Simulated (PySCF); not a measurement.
A structure optimised at PBE-D3(BJ)/def2-SVP, used in a PySCF frequency run:

```xyz
11

C      1.8703     0.6955    -0.1303
Si     0.0814     0.1930    -0.3070
O     -0.0005    -0.6591    -1.7404
O     -1.0005     1.4698    -0.4312
S     -0.5954    -0.9390     1.4223
H      2.1733     1.3150    -0.9987
H      2.0331     1.2803     0.7962
H      2.5292    -0.1956    -0.1002
H     -0.8895    -0.9935    -1.9545
H     -1.2468     1.8849     0.4135
H      0.5738    -1.6281     1.5399
```
Charge 0, spin multiplicity 1.

### Question
Write its SMILES and formula.

### Answer
C[Si](O)(O)S, CH6O2SSi

### Question
What are its rotational constants (standard atomic weights)?

### Answer
3.5383, 2.2569, 2.1316 GHz
